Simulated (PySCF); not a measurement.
C3H6BrF, SMILES CC[C@H](F)Br. Geometry optimised at B3LYP-D3(BJ)/def2-SVP. The structure was generated by enumeration; whether it is a known compound was not checked. The values are those of a single conformer.

Method: B3LYP-D3(BJ)/def2-SVP (PySCF 2.14.0).

Harmonic wavenumbers (cm⁻¹): 111, 204, 234, 303, 327, 536, 671, 799, 885, 1002, 1060, 1111, 1152, 1248, 1292, 1369, 1371, 1408, 1446, 1468, 1485, 3030, 3047, 3095, 3115, 3132, 3137. Rotational constants (GHz): 4.829, 1.954, 1.614; symmetry number 1.

Q: Work out the zero-point energy and the ideal-gas rigid-rotor harmonic-oscillator thermochemistry at 298.15 K and 1 atm.

A: ZPE = ½ Σ hcν = ½ × 38037 cm⁻¹ = 54.38 kcal/mol. H − E(el) = 58.76 kcal/mol. Entropy in cal/(mol K): translation 40.74, rotation 27.45, vibration 11.58, total 79.77. G − E(el) = 34.98 kcal/mol. Cp = 22.15 cal/(mol K). Modes under 150 cm⁻¹ make the vibrational entropy uncertain.
